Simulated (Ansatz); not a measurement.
Stepwise reaction of `N[Si](N)(F)F` with hydrogen fluoride, as a gas-phase model of exchange steps in deposition or etching. ΔE in kJ/mol; ΔG adds harmonic PBE0-D4 terms to CCSD(T)/CBS, at 1 bar.

Isolated molecules relaxed with PBE0-D4/def2-TZVP in Ansatz; ΔE leaves out vibrations. CCSD(T)/CBS adds triple-zeta CCSD(T) − MP2 to the extrapolated MP2 energy (def2 sets, frozen cores). This one scheme is used for every species. Functionals use def2-TZVPP. B3LYP here is the variant with VWN-RPA as its local correlation; programs differ in this. Each species was taken in one conformer, which may not be the lowest.

```json
{"step": "1", "reaction": "`N[Si](N)(F)F` + H–F → `N[Si](F)(F)F` + NH₃", "PBE-D4": "-70.4", "B3LYP-D4": "-75.5", "ωB97M-V": "-75.5", "CCSD(T)/CBS": "-74.3", "ΔG(400 K)": "-80.1"}
```

(1) Give the row of step 2, `N[Si](F)(F)F` + H–F → `F[Si](F)(F)F` + NH₃. (Estimate.)

(2) By hand: ΔE of the 2 steps together at CCSD(T)/CBS.

Answers

(1) The calculation gave: 
```csv
step,reaction,PBE-D4,B3LYP-D4,ωB97M-V,CCSD(T)/CBS,ΔG(400 K)
2,`N[Si](F)(F)F` + H–F → `F[Si](F)(F)F` + NH₃,-66.4,-70.6,-70.5,-71.4,-57.7
```

(2) (-74.3) + (-71.4) = -145.7 kJ/mol, or -72.8 kJ/mol a step.

In ΔE the steps differ by no more than 2.9 kJ/mol. All are downhill at CCSD(T)/CBS. ΔG lies between -80.1 and -57.7 kJ/mol a step. PBE-D4 differs from CCSD(T)/CBS by 3.9 to 5.0 kJ/mol a step. Isolated molecules leave out the surface, adducts and barriers. Largest T1 diagnostic: 0.011.
